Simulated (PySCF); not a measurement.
SMILES O=C[SiH2][SiH2][SeH] (GFN2-xTB optimised geometry):

```
11

O      1.153     1.630     1.449
C      1.787     0.621     1.251
Si     1.236    -0.735     0.000
Si    -1.088    -0.735     0.000
Se    -1.883     1.408     0.000
H      2.730     0.470     1.816
H      1.883    -1.964     0.463
H      1.880    -0.324    -1.250
H     -1.651    -1.419     1.171
H     -1.681    -1.327    -1.198
H     -0.804     1.964     0.754
```

Calculation: B3LYP/def2-TZVP (PySCF).

What are the frontier orbital energies and the dipole moment?

HOMO-2 -8.33 eV, HOMO-1 -7.06 eV, HOMO -6.56 eV, LUMO -2.17 eV, LUMO+1 -1.08 eV; dipole moment 2.96 D.

Meta-Löwdin charges at B3LYP/def2-TZVP: O1 -0.37, C2 0.09, Si3 0.34, Si4 0.32, Se5 -0.23, H6 0.08, H7 -0.09, H8 -0.07, H9 -0.09, H10 -0.08, H11 0.10.
